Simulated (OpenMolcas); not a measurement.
**Predicting a hybrid from its neighbours: InCl**

The species is InCl (2 atoms), meant as a singlet with charge 0. SMILES: `[Cl][In]`. The shape is that of a PBE0-D4/def2-TZVP optimisation.

The HOMO–LUMO gap y, in eV, basis def2-TZVPPD with a core potential; a is the functional's share of exact exchange. Programs: OpenMolcas 26.06.

| functional | program | a | y (eV) |
| --- | --- | --- | --- |
| TPSS | OpenMolcas | 0 | 4.02 |
| BLYP | OpenMolcas | 0 | 3.80 |
| B3LYP | OpenMolcas | 0.2 | 5.09 |
| PBE0 | OpenMolcas | 0.25 | ? |
| BHLYP | OpenMolcas | 0.5 | 6.93 |

Task: Fit y = c + s·a to the known rows and predict PBE0.

Result: 
1. Means of the 4 rows: a = 0.1750, y = 4.960.
2. Σ(Δa)² = 0.1675, Σ(Δa·Δy) = 1.011, so the slope is 1.011/0.1675 = 6.0358.
3. Intercept: 4.960 − (6.0358) × 0.1750 = 3.904. The largest residual of the fit is 0.12.
4. PBE0: 3.904 + (6.0358) × 0.25 = 5.41 eV.

The run gave 5.48 eV, so the prediction is off by -0.07 eV, within the scatter of the fit. Exact exchange lowers occupied levels and raises empty ones. The rows mix families of semi-local functionals, which the line can't see.
